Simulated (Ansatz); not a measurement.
A structure relaxed at PBE0-D4/def2-TZVP, charge 0, multiplicity 1:

```xyz
10

F     1.301   -0.928   -2.000
Si    0.800    0.374   -1.231
Cl    0.344    1.729   -2.692
N    -0.560    0.105   -0.271
Ge   -0.590   -0.461    1.489
H     1.931    0.840   -0.413
H    -1.462    0.152   -0.723
H     0.864   -0.412    1.971
H    -1.148   -1.892    1.572
H    -1.480    0.493    2.300
```

**Question.** Give its formula and SMILES.

**Answer.** ClFGeH5NSi, `F[SiH](Cl)[NH][GeH3]`.

**Question.** Summarise the bond lengths by kind.

**Answer.** 1 × F–Si 1.593 Å; 1 × Cl–Si 2.043 Å; 1 × N–Si 1.686 Å; 1 × H–Si 1.472 Å; 1 × Ge–N 1.849 Å; 1 × H–N 1.010 Å; 3 × Ge–H 1.533 to 1.537 Å.

All numbers were calculated with Ansatz.
